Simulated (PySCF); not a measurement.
## Computed properties of tert-butylarsine (C4H11As), SMILES CC(C)(C)[AsH2]

tert-butylarsine (C4H11As), SMILES CC([AsH2])(C)C. The structure is a stationary point at PBE0-D3(BJ)/def2-SVP. Other conformers were not sampled. All values are computed for the isolated molecule unless a solvent is named; none is compared with measurement here.

**Structure.** The optimised structure has Cs symmetry. All 42 harmonic modes at PBE0-D3(BJ)/def2-SVP (PySCF) are real, so it is a minimum. With heavy atoms numbered as in [CH3:1][C:2]([CH3:3])([CH3:4])[AsH2:5], the shortest bond between them is C1–C2 at 1.524 Å and the longest C2–As5 at 2.008 Å.

**Vibrations.** The strongest infrared lines (harmonic, unscaled, degenerate partners summed) lie at 2213 cm⁻¹ (116 km/mol, H 99 %), 2199 cm⁻¹ (95 km/mol, H 99 %), 3125 cm⁻¹ (43 km/mol, H 91 %, C 9 %). The softest mode is at 155 cm⁻¹ and the zero-point energy is 86.2 kcal/mol.

**Electronic structure.** ωB97X/def2-TZVP (PySCF) places the frontier levels at -9.23 and 2.18 eV, a gap of 11.41 eV, and gives a dipole moment of 1.09 D and a mean polarisability of 80.5 bohr³.

**Excitations.** TDA-PBE0/def2-SVPD (PySCF) has S1 at 6.10 eV (203 nm, f = 0.049, weak); the most intense of the 6 singlets computed lies at 6.80 eV (f = 0.24). T1 (TDA) is at 5.09 eV, 1.01 eV under S1. No vertical singlet excitation falls in the visible range (under 3.1 eV).

**NMR.** GIAO shifts at PBE0/pcSseg-1 (PySCF) (non-relativistic, atoms alike by connectivity averaged): ¹³C from 34.9 to 36.1 ppm against TMS; ¹H from 1.6 to 3.5 ppm against TMS.
